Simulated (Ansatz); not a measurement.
Reaction (homolysis of the Cl–Si bond): `C[SiH](Cl)Cl` → Cl• + `C[SiH]Cl`•

Gas-phase electronic energies from Ansatz, PBE0-D4/def2-TZVP geometries. CCSD(T)/CBS adds triple-zeta CCSD(T) − MP2 to the extrapolated MP2 energy (def2 sets, frozen cores). This one scheme is used for every species, atoms too. No spin–orbit coupling; open shells (•) take unrestricted orbitals. Spin–orbit coupling would lower the free atoms: a little for Cl.

`C[SiH](Cl)Cl`:

```xyz
8

C     0.558    0.866   -0.063
Si   -0.371   -0.730   -0.050
Cl   -2.364   -0.376   -0.372
Cl   -0.150   -1.650    1.767
H     1.621    0.682    0.113
H     0.441    1.361   -1.029
H     0.185    1.531    0.719
H     0.079   -1.684   -1.085
```

`C[SiH]Cl`•:

Cartesian coordinates in Å:
```
C 0.208 0.715 0.417
Si -0.671 -0.839 -0.128
Cl 0.713 -2.336 -0.451
H -0.516 1.520 0.565
H 0.927 1.026 -0.346
H 0.744 0.552 1.353
H -1.405 -0.639 -1.410
```

| level | ΔE (eV) |
| --- | --- |
| HF/def2-SVP | 3.71 |
| CCSD(T)/def2-SVP | 4.55 |
| SCS-MP2/def2-TZVPP | 4.96 |
| HF/CBS(def2) | 3.77 |

(1) What does CCSD(T)/CBS give? (Estimate.)

Largest T1 diagnostic among the species: 0.012.

Answers

(1) The calculation gave: +5.03 eV. The listed levels differ from it by -1.32, -0.48, -0.07, -1.26 eV.

The D4 term adds +0.11 eV with B3LYP and +0.06 eV with PBE0; it sums over pairs of atoms, weighted by their polarisabilities, and B3LYP, whose exchange is more repulsive, gets the larger term. Leaving LDA and LC-ωPBE aside and taking each functional with its dispersion term where it has one, the values, not all of them listed here, spread over 0.38 eV, from BLYP-D4 to ωB97M-V. LDA lies +0.67 eV from PBE without D4, its usual overbinding.

B3LYP here is the variant with VWN-RPA as its local correlation; programs differ in this.

CCSD(T)/CBS has its own doubt, a few kJ/mol and more with outer-core shells, so smaller differences from it don't rank the levels.
